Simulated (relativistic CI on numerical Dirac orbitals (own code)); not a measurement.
# Crystal-field levels of Os3+, 5d5

Calculated by Dirac-Coulomb-Breit CI, orbitals from a KLI potential per configuration, QED by a radiative potential, valence Slater integrals scaled by 0.75, one configuration in a parametric crystal field (own radial code).

Field parameters in Wybourne normalisation: D3d B²₀ = −7Dσ, B⁴₀ = −14Dq − 21Dτ, B⁴₃ = −14√(10/7) Dq. The field is a parameter set, without covalency.

S is read from ⟨S²⟩ = S(S + 1).

Levels (cm⁻¹, degeneracy): 0 (2), 5234 (2), 8994 (2), 29285 (2), 29415 (2), 30842 (2), 31063 (2), 34016 (2), 34834 (2), 36729 (2), 37733 (2), 37929 (2).

Task: Which field gives this pattern?
A. D3d, 10Dq = 38500, Dσ = -330, Dτ = 400 cm⁻¹
B. D3d, 10Dq = 38500, Dσ = 110, Dτ = 400 cm⁻¹
C. D3d, 10Dq = 38500, Dσ = 760, Dτ = 400 cm⁻¹
D. D3d, 10Dq = 38500, Dσ = 1200, Dτ = 400 cm⁻¹

Result: C. D3d, 10Dq = 38500, Dσ = 760, Dτ = 400 cm⁻¹, ground level with S = 0.55.
